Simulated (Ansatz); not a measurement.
## Nudged elastic band run: FGeH3

Input:

```yaml
crystal:
  periodic: [false, false, false]
  atoms:
    - { symbol: Ge, position_ang: [0.259706, 0.0, 0.101118] }
    - { symbol: F, position_ang: [0.330853, 0.0, 1.843728] }
    - { symbol: H, position_ang: [1.711916, 0.0, -0.398035] }
    - { symbol: H, position_ang: [-0.493237, 1.274208, -0.307856] }
    - { symbol: H, position_ang: [-0.493237, -1.274208, -0.307856] }
basis:
  gaussian: { orbitals: def2-SVP }
hamiltonian:
  xc: pbe0
neb:
  order_check: false
  images: 7
  f_tol: 0.05
  max_iterations: 60
  final_atoms:
    - { symbol: Ge, position_ang: [-0.01626096, 0.0, -0.79246609] }
    - { symbol: F, position_ang: [1.1736249, 0.0, 1.21234602] }
    - { symbol: H, position_ang: [2.04760491, 0.0, 0.90042029] }
    - { symbol: H, position_ang: [-0.94448393, 1.144975, -0.19460061] }
    - { symbol: H, position_ang: [-0.94448393, -1.144975, -0.19460061] }
  initial_path:
    images:
      - { positions_ang: [[0.259706, 0.0, 0.101118], [0.330853, 0.0, 1.843728], [1.711916, 0.0, -0.398035], [-0.493237, 1.274208, -0.307856], [-0.493237, -1.274208, -0.307856]] }
      - { positions_ang: [[0.19490582, 0.0, 0.07566049], [0.51669768, 0.0, 1.7683961], [1.70830028, 0.0, -0.19173038], [-0.55195139, 1.271856, -0.3606136], [-0.55195139, -1.271856, -0.3606136]] }
      - { positions_ang: [[0.13010565, 0.0, 0.05020298], [0.70254237, 0.0, 1.69306419], [1.70468456, 0.0, 0.01457424], [-0.61066579, 1.269504, -0.4133712], [-0.61066579, -1.269504, -0.4133712]] }
      - { positions_ang: [[0.06530547, 0.0, 0.02474546], [0.88838705, 0.0, 1.61773229], [1.70106884, 0.0, 0.22087886], [-0.66938018, 1.267152, -0.4661288], [-0.66938018, -1.267152, -0.4661288]] }
      - { positions_ang: [[0.0005053, 0.0, -0.00071205], [1.07423174, 0.0, 1.54240038], [1.69745312, 0.0, 0.42718347], [-0.72809458, 1.2648, -0.5188864], [-0.72809458, -1.2648, -0.5188864]] }
      - { positions_ang: [[-0.00368627, 0.0, -0.19865056], [1.09908003, 0.0, 1.45988679], [1.78499107, 0.0, 0.54549268], [-0.78219192, 1.23484375, -0.43781496], [-0.78219192, -1.23484375, -0.43781496]] }
      - { positions_ang: [[-0.00787783, 0.0, -0.39658907], [1.12392832, 0.0, 1.3773732], [1.87252902, 0.0, 0.66380188], [-0.83628925, 1.2048875, -0.35674351], [-0.83628925, -1.2048875, -0.35674351]] }
      - { positions_ang: [[-0.01206939, 0.0, -0.59452758], [1.14877661, 0.0, 1.29485961], [1.96006697, 0.0, 0.78211109], [-0.89038659, 1.17493125, -0.27567206], [-0.89038659, -1.17493125, -0.27567206]] }
      - { positions_ang: [[-0.01626096, 0.0, -0.79246609], [1.1736249, 0.0, 1.21234602], [2.04760491, 0.0, 0.90042029], [-0.94448393, 1.144975, -0.19460061], [-0.94448393, -1.144975, -0.19460061]] }
```

Run as:

```bash
$ ansatz run input.yaml --threads 1 --pin off --max-ram 2048MiB --backend cpu --events-out ev --progress --plain --runs-dir out
```

Output, in part (warnings, iteration lines, the closing report on the highest movable image, with atoms numbered from 0):

```
NEB end point (image 0): max|allowed force component| = 3.616e-3 eV/Å (the criterion of neb.relax_end_points is 1.000e-2)
NEB end point (image 8): max|allowed force component| = 1.375e-2 eV/Å (the criterion of neb.relax_end_points is 1.000e-2)
NEB iter   1: max|band force component| = 3.643e0 eV/Å  barrier→ = 3.7351 eV  barrier← = 1.7426 eV  Δτ_max = 0.2000 Å  (224 SCF iters)
NEB iter   2: max|band force component| = 1.742e0 eV/Å  barrier→ = 2.7592 eV  barrier← = 0.7667 eV  Δτ_max = 0.1218 Å  (203 SCF iters)
NEB iter   3: max|band force component| = 6.483e-1 eV/Å  barrier→ = 2.6474 eV  barrier← = 0.6549 eV  Δτ_max = 0.0416 Å  (187 SCF iters)
NEB iter   4: max|band force component| = 9.047e-1 eV/Å  barrier→ = 2.6124 eV  barrier← = 0.6199 eV  CI = image 5  Δτ_max = 0.1033 Å  (182 SCF iters)
NEB iter   5: max|band force component| = 5.575e-1 eV/Å  barrier→ = 2.6886 eV  barrier← = 0.6961 eV  CI = image 5  Δτ_max = 0.0386 Å  (196 SCF iters)
NEB iter   6: max|band force component| = 7.035e-2 eV/Å  barrier→ = 2.6881 eV  barrier← = 0.6956 eV  CI = image 5  Δτ_max = 0.0060 Å  (186 SCF iters)
NEB iter   7: max|band force component| = 7.334e-3 eV/Å  barrier→ = 2.6877 eV  barrier← = 0.6952 eV  CI = image 5  Δτ_max = 0.0000 Å  (326 SCF iters)
Total energy: -59262.69759247 eV, -2177.8639668240 hartree
Atom 0 at     0.199002     0.000000    -0.352071 Å, force    -0.006372     0.000000    -0.001811 eV/Å
Atom 1 at     0.990886     0.000000     1.511845 Å, force     0.003588    -0.000000     0.008416 eV/Å
Atom 2 at     1.639371    -0.000000     0.431297 Å, force    -0.005869    -0.000000    -0.004463 eV/Å
Atom 3 at    -0.756629     1.224188    -0.329986 Å, force     0.004326    -0.003297    -0.001071 eV/Å
Atom 4 at    -0.756629    -1.224188    -0.329986 Å, force     0.004326     0.003297    -0.001071 eV/Å
Dipole moment:    -0.067680    -0.000000    -0.336213 e Å
```

It converged. A vibrational analysis at the climbing image gives one clearly imaginary mode, 1304i cm⁻¹: a first-order saddle point. The orbitals stay closed-shell, which can raise the energy where a bond breaks towards radicals; this wasn't checked here.

Final band (atoms are numbered from 1 in the order of the input):

```tsv
image	path coordinate (Å)	energy (kcal/mol)	Ge1–F2 (Å)	Ge1–H3 (Å)	F2–H3 (Å)
0	0.00	0.0	1.74	1.54	2.63
1	0.26	2.8	1.74	1.53	2.41
2	0.52	12.4	1.76	1.52	2.13
3	0.78	30.2	1.81	1.52	1.83
4	1.04	51.6	1.91	1.55	1.54
5	1.31	62.0	2.03	1.64	1.26
6	1.63	51.8	2.20	1.91	0.99
7	1.95	47.0	2.31	2.29	0.94
8	2.27	45.9	2.33	2.67	0.93
```

The run took 80 s on 1 thread of Arm Neoverse V1, on a shared host, peak memory 0.12 GiB.
